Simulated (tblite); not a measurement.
Isomers of C4H9BO3. All values are computed: GFN2-xTB (tblite) harmonic vibrations without scaling, gas phase. Against measured fundamentals such values can be off by several per cent, at times by over 20. Modes of hydrogen on boron can be 10 to 20 % off. One conformer each.

Electronic energies: GFN2-xTB at the same geometries; isomer energies are rough at this level and their order can be wrong.

```tsv
SMILES	electronic energy, lowest = 0 (kJ/mol)
CO[C@H]1CCOBO1	60.5
CCOB1OCCO1	0.0
CO[C@@H]1COB(C)O1	92.4
```

Question: How do GFN2-xTB zero-point energies change the relative energies?

Answer: 
```
           SMILES  ZPE (kJ/mol)  of it from modes above 1550 cm⁻¹  electronic (kJ/mol)  with ZPE, lowest = 0 (kJ/mol)  lowest mode (cm⁻¹)  rings
       CCOB1OCCO1         358.7                             159.8                  0.0                            0.0                  39      1
   CO[C@H]1CCOBO1         355.8                             157.0                 60.5                           57.6                  85      1
CO[C@@H]1COB(C)O1         353.9                             160.2                 92.4                           87.6                  27      1
```

The zero-point energies span 4.8 kJ/mol, from `CO[C@@H]1COB(C)O1` to `CCOB1OCCO1`. The order is unchanged.

Question: What do entropy and thermal enthalpy add at 298.15 K and 1 bar (rigid rotor, harmonic oscillator, one conformer each)?

Answer: 
```
           SMILES  point group  symmetry number  S (J/(mol K))  H − H(0) (kJ/mol)  ZPE + H − H(0) − TS (kJ/mol)
       CCOB1OCCO1           C1                1          385.4              24.96                         268.8
   CO[C@H]1CCOBO1           C1                1          363.6              23.32                         270.7
CO[C@@H]1COB(C)O1           C1                1          394.7              26.04                         262.3
```
